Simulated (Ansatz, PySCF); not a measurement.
This PySCF input computes a PBE0/def2-TZVPD energy:

```python
from pyscf import gto, scf, dft

mol = gto.M(
    atom='''
    Sn   -0.03075112    0.00813358    0.01617846
    H    -0.52910666    1.41107011   -1.20943496
    H     0.32364120   -1.15571194   -1.27742072
    H     0.13402966   -1.30657346    1.41728878
    H     1.60899190    0.64453646    0.26064385
    ''',
    basis='def2-tzvpd',
    ecp='def2-tzvp',
    charge=-1,
    spin=1,
    verbose=4,
)

mf = dft.UKS(mol, xc='pbe0').density_fit(auxbasis='def2-universal-jkfit')
mf.grids.level = 3
mf.conv_tol = 1e-9
mf.max_cycle = 100
mf.max_memory = 1500
mf.kernel()
if not mf.converged:
    mf = mf.newton()
    mf.kernel(mf.make_rdm1())
for _ in range(2):
    mo, _, stable, _ = mf.stability(return_status=True)
    if stable:
        break
    mf.kernel(mf.make_rdm1(mo, mf.mo_occ))
mf.analyze()
```

**Question.** Write an input for the same energy in Ansatz (a quantum-chemistry and plane-wave program) and say what it gives.

**Answer.** 
Ansatz 0.2 input:
```yaml
crystal:
  periodic: [false, false, false]
  atoms:
    - {symbol: Sn, position_ang: [-0.03075112, 0.00813358, 0.01617846]}
    - {symbol: H, position_ang: [-0.52910666, 1.41107011, -1.20943496]}
    - {symbol: H, position_ang: [0.32364120, -1.15571194, -1.27742072]}
    - {symbol: H, position_ang: [0.13402966, -1.30657346, 1.41728878]}
    - {symbol: H, position_ang: [1.60899190, 0.64453646, 0.26064385]}
basis:
  gaussian:
    orbitals: def2-TZVPD
hamiltonian:
  xc: {name: PBE0}
total_charge: -1
magnetization: {spin_polarized: true, initial_magnetization: 1}
output: {forces: true}
```
It gives -216.64176 Eh, and PySCF -216.64182 Eh, a difference of 0.06 mEh, from the treatment of integrals and grids.
